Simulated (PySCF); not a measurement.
# From computed data to an observable: chemical shift, span and skew from a shielding tensor

C₄H₇NO, SMILES COCCC#N. Atoms are numbered in the order given.

```xyz
13

C      0.3380     2.7081     0.0000
O     -0.4561     1.5506     0.0000
C      0.2890     0.3669     0.0000
C     -0.7080    -0.7906     0.0000
C     -0.0391    -2.0964     0.0000
N      0.5079    -3.1148     0.0000
H      0.9857     2.7603     0.8973
H      0.9857     2.7603    -0.8973
H     -0.3362     3.5762     0.0000
H      0.9447     0.3030     0.8922
H      0.9447     0.3030    -0.8922
H     -1.3556    -0.7162    -0.8871
H     -1.3556    -0.7162     0.8871
```

Geometry optimised at ωB97X-D3(BJ)/def2-SVP. Other conformers were not sampled.

GIAO shieldings from PBE/pcSseg-1 in PySCF, non-relativistic, no solvent. The symmetric part of the tensor of C5 has the principal values -50.2, -49.4, 290.0 ppm. The same nucleus in TMS has σ = 182.0 ppm at this level (PySCF, at its B3LYP-D3(BJ)/def2-TZVP geometry).

Task: Work out the isotropic shielding, the ¹³C shift against TMS, the span and the skew.

Result: 
σ(iso) = (σ11 + σ22 + σ33)/3 = 63.5 ppm. δ = σ(ref) − σ(iso) = 182.0 − (63.5) = 118.5 ppm.
Span Ω = σ33 − σ11 = 340.2 ppm. Skew κ = 3(σ(iso) − σ22)/Ω = 1.00, an axial tensor. Tumbling in solution averages the tensor to δ; in a static solid the shielding alone would spread this spin-1/2 line over Ω.
